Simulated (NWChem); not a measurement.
Molecule: C$_{5}$H$_{3}$NS; SMILES C#Cc1nccs1

```xyz
10

C      0.0118     3.0710     0.0000
C     -0.1269     1.8661     0.0000
C     -0.2491     0.4520     0.0000
N     -1.3727    -0.2153     0.0000
C     -1.1433    -1.5521     0.0000
C      0.1739    -1.9362     0.0000
S      1.1807    -0.5531     0.0000
H      0.1203     4.1403     0.0000
H     -1.9872    -2.2446     0.0000
H      0.5859    -2.9442     0.0000
```
Atoms are numbered in this order, from 1.

Computed with NWChem. The geometry was optimised at PBE0/def2-SVP. B3LYP is NWChem's, with the RPA form of VWN correlation. Total energies of different functionals are on different scales.

```tsv
level	energy (Ha)	highest occupied level (eV)	orbital gap (eV)	dipole (D)
PBE/def2-TZVP	-644.8344	[?]	[?]	1.65
B3LYP/def2-TZVP	-645.3203	-6.78	4.96	1.73
Hartree-Fock/def2-TZVP	-643.0779	-8.96	10.78	1.62
PBE0/def2-TZVP	-644.8696	-7.00	5.34	1.69
TPSSh/def2-TZVP	-645.3356	-6.40	4.37	1.64
```

Fill in the missing entries.


- PBE/def2-TZVP, highest occupied level (eV): -6.02
- PBE/def2-TZVP, orbital gap (eV): 3.56
